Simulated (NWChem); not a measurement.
System: KOH; SMILES [OH][K]

The following NWChem deck was run.

```
start job
memory heap 200 mb stack 700 mb global 900 mb
geometry units angstroms noautoz
  K     -0.102800    -0.785432     0.000000
  O      0.218204     1.373012     0.000000
  H      0.359152     2.321970     0.000000
end
basis spherical
  * library def2-tzvp
end
dft
  xc xpbe96 cpbe96
  iterations 150
  grid coarse
end
task dft gradient
```

Output (shortened):

```
             Northwest Computational Chemistry Package (NWChem) 7.3.0
             --------------------------------------------------------

 ORDER OF PRIMARY AXIS IS BEING SET TO 4
 C4V symmetry detected

                             Geometry "geometry" -> ""
                             -------------------------

 Output coordinates in angstroms (scale by  1.889725989 to convert to a.u.)

  No.       Tag          Charge          X              Y              Z
 ---- ---------------- ---------- -------------- -------------- --------------
    1 K                   19.0000     0.00000000     0.00000000    -0.73567922
    2 O                    8.0000     0.00000000     0.00000000     1.44650410
    3 H                    1.0000     0.00000000     0.00000000     2.40587243

 Effective nuclear repulsion energy (a.u.)      44.4730065654

      Symmetry information
      --------------------

 Group name             C4v
 Group number             18
 Group order               8
 No. of unique centers     3

  pbe96 is a nonlocal functional; adding pw91lda local functional.

                                 NWChem DFT Module
                                 -----------------

 Summary of "ao basis" -> "ao basis" (spherical)
 ------------------------------------------------------------------------------
       Tag                 Description            Shells   Functions and Types
 ---------------- ------------------------------  ------  ---------------------
 K                         def2-tzvp                13       33   6s4p3d
 O                         def2-tzvp                11       31   5s3p2d1f
 H                         def2-tzvp                 4        6   3s1p

      Symmetry analysis of basis
      --------------------------

        a1         28
        a2          0
        b1          6
        b2          6
        e          30

            General Information
            -------------------
          SCF calculation type: DFT
          Wavefunction type:  closed shell.
          No. of atoms     :     3
          No. of electrons :    28
           Alpha electrons :    14
            Beta electrons :    14
          Charge           :     0
          Spin multiplicity:     1
          Use of symmetry is: on ; symmetry adaption is: on
          Maximum number of iterations: 150
          AO basis - number of functions:    70
                     number of shells:    28
          Convergence on energy requested:  1.00D-06
          Convergence on density requested:  1.00D-05
          Convergence on gradient requested:  5.00D-04

              XC Information
              --------------
          PerdewBurkeErnzerhof Exchange Functional  1.000
            Perdew 1991 LDA Correlation Functional  1.000 local
           PerdewBurkeErnz. Correlation Functional  1.000 non-local

             Grid Information
             ----------------
          Grid used for XC integration:  coarse
          Radial quadrature: Mura-Knowles
          Angular quadrature: Lebedev.
          Tag              B.-S. Rad. Rad. Pts. Rad. Cut. Ang. Pts.
          ---              ---------- --------- --------- ---------
          K                   2.20       95          11.0       302
          O                   0.60       35           9.0       302
          H                   0.35       35          12.0       302
          Grid pruning is: on
          Number of quadrature shells:   165
          Spatial weights used:  Erf1

      Superposition of Atomic Density Guess
      -------------------------------------

 Sum of atomic energies:        -674.43739412

      Non-variational initial energy
      ------------------------------

 Total energy =    -674.332795
 1-e energy   =   -1015.638084
 2-e energy   =     296.832283
 HOMO         =      -0.476801
 LUMO         =      -0.053353

      Symmetry analysis of molecular orbitals - initial
      -------------------------------------------------

 !! scf_movecs_sym_adapt:   12 vectors were symmetry contaminated

  Symmetry fudging

 !! scf_movecs_sym_adapt:   10 vectors were symmetry contaminated

  Numbering of irreducible representations:

     1 a1          2 a2          3 b1          4 b2          5 e

  Orbital symmetries:

     1 a1          2 a1          3 a1          4 a1          5 e
     6 e           7 a1          8 a1          9 a1         10 e
    11 e          12 a1         13 e          14 e          15 a1
    16 a1         17 e          18 e          19 a1         20 a1
    21 b1         22 b2         23 e          24 e

 Warning: spatial symmetry breaking: alpha =  9.17D-01

   convergence    iter        energy       DeltaE   RMS-Dens  Diis-err
 ---------------- ----- ----------------- --------- --------- ---------
 d= 0,ls=0.0,diis     1   -675.3508023057 -7.20D+02  4.82D-02  1.35D+00
 Warning: spatial symmetry breaking: alpha =  8.41D-01
 d= 0,ls=0.5,diis     2   -670.2267357601  5.12D+00  1.63D-02  1.61D+01
 Warning: spatial symmetry breaking: alpha =  5.21D-01
 d= 0,ls=0.5,diis     3   -671.6461290245 -1.42D+00  1.17D-02  1.04D+01
 Warning: spatial symmetry breaking: alpha =  3.25D-01
 d= 0,ls=0.5,diis     4   -673.1895726772 -1.54D+00  5.66D-03  6.86D+00
 Warning: spatial symmetry breaking: alpha =  1.74D-01
 d= 0,ls=0.5,diis     5   -673.7813520112 -5.92D-01  4.61D-03  5.06D+00
 Warning: spatial symmetry breaking: alpha =  2.10D-01
 d= 0,ls=0.5,diis     6   -674.2238439202 -4.42D-01  4.46D-03  3.21D+00
 Warning: spatial symmetry breaking: alpha =  2.45D-01
 d= 0,ls=0.5,diis     7   -674.5523935409 -3.29D-01  4.62D-03  1.62D+00
 Warning: spatial symmetry breaking: alpha =  3.29D-02
 d= 0,ls=0.5,diis     8   -674.7586401886 -2.06D-01  2.50D-02  5.81D-01
 Warning: spatial symmetry breaking: alpha =  1.74D-02
 d= 0,ls=0.5,diis     9   -675.1702813572 -4.12D-01  1.50D-03  3.18D+00
 Warning: spatial symmetry breaking: alpha =  1.08D-02
 d= 0,ls=0.5,diis    10   -675.2424040877 -7.21D-02  2.98D-03  2.36D+00
 Warning: spatial symmetry breaking: alpha =  7.44D-03
 d= 0,ls=0.5,diis    11   -675.3706796248 -1.28D-01  2.45D-03  1.09D+00
 Warning: spatial symmetry breaking: alpha =  5.54D-03
 d= 0,ls=0.5,diis    12   -675.4420037542 -7.13D-02  2.28D-03  4.52D-01
  Resetting Diis
 Warning: spatial symmetry breaking: alpha =  4.14D-03
 d= 0,ls=0.5,diis    13   -675.4827220435 -4.07D-02  1.13D-03  1.09D-01
 Warning: spatial symmetry breaking: alpha =  3.33D-03
 d= 0,ls=0.5,diis    14   -675.4922343304 -9.51D-03  2.34D-03  4.82D-02
 Warning: spatial symmetry breaking: alpha =  2.66D-03
 d= 0,ls=0.5,diis    15   -675.4954016961 -3.17D-03  9.50D-04  6.18D-02
 Warning: spatial symmetry breaking: alpha =  2.07D-03
 d= 0,ls=0.5,diis    16   -675.4987529140 -3.35D-03  5.69D-04  1.77D-02
 Warning: spatial symmetry breaking: alpha =  1.60D-03
 d= 0,ls=0.5,diis    17   -675.5000613163 -1.31D-03  3.07D-04  3.78D-03
 Warning: spatial symmetry breaking: alpha =  1.24D-03
 d= 0,ls=0.5,diis    18   -675.5003880060 -3.27D-04  1.52D-04  6.51D-04
 Warning: spatial symmetry breaking: alpha =  9.59D-04
 d= 0,ls=0.5,diis    19   -675.5004530716 -6.51D-05  8.00D-05  1.12D-04
 Warning: spatial symmetry breaking: alpha =  7.42D-04
 d= 0,ls=0.5,diis    20   -675.5004672696 -1.42D-05  4.54D-05  1.64D-05
 Warning: spatial symmetry breaking: alpha =  5.75D-04
 d= 0,ls=0.5,diis    21   -675.5004708575 -3.59D-06  2.75D-05  2.91D-06
 Warning: spatial symmetry breaking: alpha =  4.45D-04
 d= 0,ls=0.5,diis    22   -675.5004722159 -1.36D-06  1.82D-05  9.71D-07
 Warning: spatial symmetry breaking: alpha =  3.45D-04
 d= 0,ls=0.5,diis    23   -675.5004729098 -6.94D-07  1.27D-05  5.79D-07
 Warning: spatial symmetry breaking: alpha =  2.68D-04
 d= 0,ls=0.5,diis    24   -675.5004733041 -3.94D-07  9.21D-06  4.48D-07

         Total DFT energy =     -675.500473547863
      One electron energy =    -1019.300067204618
           Coulomb energy =      341.536582746920
    Exchange-Corr. energy =      -42.209995655603
 Nuclear repulsion energy =       44.473006565438

 Numeric. integr. density =       27.999983042165

                  Occupations of the irreducible representations
                  ----------------------------------------------

                     irrep           alpha         beta
                     --------     --------     --------
                     a1                8.0          8.0
                     a2                0.0          0.0
                     b1                0.0          0.0
                     b2                0.0          0.0
                     e                 6.0          6.0

                       DFT Final Molecular Orbital Analysis
                       ------------------------------------

 Vector   12  Occ=2.000000D+00  E=-2.612539D-01  Symmetry=a1
              MO Center= -1.7D-14, -5.9D-16,  1.4D+00, r^2= 1.1D+00
   Bfn.  Coefficient  Atom+Function         Bfn.  Coefficient  Atom+Function
  ----- ------------  ---------------      ----- ------------  ---------------
    41      0.377955  2 O  pz                44      0.288000  2 O  pz
    38     -0.243552  2 O  s                 66      0.231244  3 H  s
    12      0.191010  1 K  pz                37     -0.165566  2 O  s
    47      0.163674  2 O  pz                65      0.163543  3 H  s
    67      0.136824  3 H  s                 36     -0.120563  2 O  s

 Vector   13  Occ=2.000000D+00  E=-1.237318D-01  Symmetry=e
              MO Center= -3.8D-16,  2.0D-15,  1.4D+00, r^2= 1.0D+00
   Bfn.  Coefficient  Atom+Function         Bfn.  Coefficient  Atom+Function
  ----- ------------  ---------------      ----- ------------  ---------------
    40      0.445592  2 O  py                43      0.352590  2 O  py
    46      0.345340  2 O  py                17      0.092800  1 K  py
    30      0.075843  1 K  d -1              11     -0.067498  1 K  py
    25      0.045904  1 K  d -1              20      0.033611  1 K  d -1
    69      0.026959  3 H  py

 Vector   14  Occ=2.000000D+00  E=-1.237316D-01  Symmetry=e
              MO Center=  1.7D-14, -2.0D-16,  1.4D+00, r^2= 1.0D+00
   Bfn.  Coefficient  Atom+Function         Bfn.  Coefficient  Atom+Function
  ----- ------------  ---------------      ----- ------------  ---------------
    39      0.445629  2 O  px                42      0.352616  2 O  px
    45      0.345383  2 O  px                16      0.092190  1 K  px
    32     -0.075954  1 K  d  1              10     -0.067367  1 K  px
    27     -0.045946  1 K  d  1              22     -0.033631  1 K  d  1
    68      0.026961  3 H  px

 Vector   15  Occ=0.000000D+00  E=-4.863071D-02  Symmetry=a1
              MO Center=  1.7D-14,  3.2D-16, -1.8D+00, r^2= 7.9D+00
   Bfn.  Coefficient  Atom+Function         Bfn.  Coefficient  Atom+Function
  ----- ------------  ---------------      ----- ------------  ---------------
     5      0.642675  1 K  s                  6      0.390540  1 K  s
    18     -0.357847  1 K  pz                 4     -0.194805  1 K  s
     3     -0.179661  1 K  s                 12      0.131621  1 K  pz
    38     -0.075480  2 O  s                  2      0.065474  1 K  s
    37     -0.051396  2 O  s                  9     -0.042380  1 K  pz

 Vector   16  Occ=0.000000D+00  E= 1.813722D-02  Symmetry=e
              MO Center=  2.2D-14,  2.4D-14, -1.4D+00, r^2= 8.1D+00
   Bfn.  Coefficient  Atom+Function         Bfn.  Coefficient  Atom+Function
  ----- ------------  ---------------      ----- ------------  ---------------
    16      0.980607  1 K  px                32      0.257552  1 K  d  1
    10     -0.216500  1 K  px                27      0.081791  1 K  d  1
    13     -0.077222  1 K  px                 7      0.071118  1 K  px
    39     -0.048131  2 O  px                45     -0.044070  2 O  px
    22      0.041011  1 K  d  1              42     -0.036656  2 O  px

 Vector   17  Occ=0.000000D+00  E= 1.813739D-02  Symmetry=e
              MO Center= -1.1D-14, -3.9D-14, -1.4D+00, r^2= 8.1D+00
   Bfn.  Coefficient  Atom+Function         Bfn.  Coefficient  Atom+Function
  ----- ------------  ---------------      ----- ------------  ---------------
    17      0.980551  1 K  py                30     -0.257598  1 K  d -1
    11     -0.216459  1 K  py                25     -0.081819  1 K  d -1
    14     -0.077210  1 K  py                 8      0.071104  1 K  py
    40     -0.048399  2 O  py                46     -0.044278  2 O  py
    20     -0.041031  1 K  d -1              43     -0.036868  2 O  py

     Multipole analysis of the density
     ---------------------------------

     L   x y z        total         alpha         beta         nuclear
     -   - - -        -----         -----         ----         -------
     0   0 0 0     -0.000000    -14.000000    -14.000000     28.000000

     1   1 0 0     -0.000000     -0.000000     -0.000000      0.000000
     1   0 1 0     -0.000000     -0.000000     -0.000000      0.000000
     1   0 0 1     -2.617594     -1.308797     -1.308797     -0.000000

     2   2 0 0    -14.044300     -7.022150     -7.022150      0.000000
     2   1 1 0      0.000000      0.000000      0.000000      0.000000
     2   1 0 1      0.000000      0.000000      0.000000      0.000000
     2   0 2 0    -14.044300     -7.022150     -7.022150      0.000000
     2   0 1 1      0.000000      0.000000      0.000000      0.000000
     2   0 0 2    -12.813318    -64.990807    -64.990807    117.168297

            General Information
            -------------------
          SCF calculation type: DFT
          Wavefunction type:  closed shell.
          No. of atoms     :     3
          No. of electrons :    28
           Alpha electrons :    14
            Beta electrons :    14
          Charge           :     0
          Spin multiplicity:     1
          Use of symmetry is: on ; symmetry adaption is: on
          Maximum number of iterations: 150
          AO basis - number of functions:    70
                     number of shells:    28
          Convergence on energy requested:  1.00D-06
          Convergence on density requested:  1.00D-05
          Convergence on gradient requested:  5.00D-04

              XC Information
              --------------
          PerdewBurkeErnzerhof Exchange Functional  1.000
            Perdew 1991 LDA Correlation Functional  1.000 local
           PerdewBurkeErnz. Correlation Functional  1.000 non-local

             Grid Information
             ----------------
          Grid used for XC integration:  coarse
          Radial quadrature: Mura-Knowles
          Angular quadrature: Lebedev.
          Tag              B.-S. Rad. Rad. Pts. Rad. Cut. Ang. Pts.
          ---              ---------- --------- --------- ---------
          K                   2.20       95          11.0       302
          O                   0.60       35           9.0       302
          H                   0.35       35          12.0       302
          Grid pruning is: on
          Number of quadrature shells:   165
          Spatial weights used:  Erf1

          Convergence Information
          -----------------------
          Convergence aids based upon iterative change in
          total energy or number of iterations.
          Levelshifting, if invoked, occurs when the
          HOMO/LUMO gap drops below (HL_TOL):  1.00D-02
          DIIS, if invoked, will attempt to extrapolate
          using up to (NFOCK): 10 stored Fock matrices.

[...]

                         DFT ENERGY GRADIENTS

    atom               coordinates                        gradient
                 x          y          z           x          y          z
   1 K       0.000000   0.000000  -1.390232    0.000000   0.000000   0.006110
   2 O       0.000000   0.000000   2.733496    0.000000   0.000000   0.000348
   3 H       0.000000   0.000000   4.546440    0.000000   0.000000  -0.006457
```

Level: PBE/def2-TZVP. Structure relaxed at the PBE0/def2-SVP level.
